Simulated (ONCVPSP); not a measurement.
**An all-electron radial function and its pseudo partner (Mg)**

Columns: radius, all-electron u(r) and pseudo u(r) of the 2p shell (level -46.61 eV) of magnesium in the configuration [He] 2s2 2p6 3s2; PBE, scalar-relativistic, ONCV scheme, ONCVPSP 4.0.1.

```tsv
r (bohr)	all-electron	pseudo
0.065	0.1547	0.0806
0.130	0.4320	0.2947
0.195	0.6948	0.5760
0.260	0.8987	0.8472
0.325	1.0373	1.0502
0.390	1.1172	1.1632
0.455	1.1494	1.1967
0.520	1.1457	1.1772
0.585	1.1164	1.1308
0.650	1.0698	1.0739
0.715	1.0123	1.0128
0.780	0.9485	0.9485
0.845	0.8819	0.8820
0.910	0.8149	0.8149
0.975	0.7492	0.7492
1.040	0.6860	0.6860
1.105	0.6259	0.6259
1.170	0.5693	0.5694
1.235	0.5167	0.5167
1.300	0.4679	0.4679
1.365	0.4229	0.4229
1.430	0.3817	0.3817
1.495	0.3440	0.3440
1.560	0.3096	0.3096
1.625	0.2783	0.2783
1.690	0.2500	0.2500
```

(1) How many radial nodes do the two functions have?

(2) At about which radius was the pseudo-wave matched?

(3) Where does each function peak?

(4) Is the pseudo-wave norm-conserving?

Results:

(1) The all-electron 2p function has n − l − 1 = 0; the pseudo-wave has 0.

(2) 0.80 bohr. The columns agree to 0.0005 from 0.71 bohr on; several derivatives are matched, so the curves merge somewhat inside the radius.

(3) Outermost all-electron maximum near 0.46 bohr, pseudo maximum near 0.46 bohr (to the table’s step).

(4) Yes: the ONCV scheme keeps the norm inside the radius equal to the all-electron one, which fixes the energy derivative of the logarithmic derivative at the level.
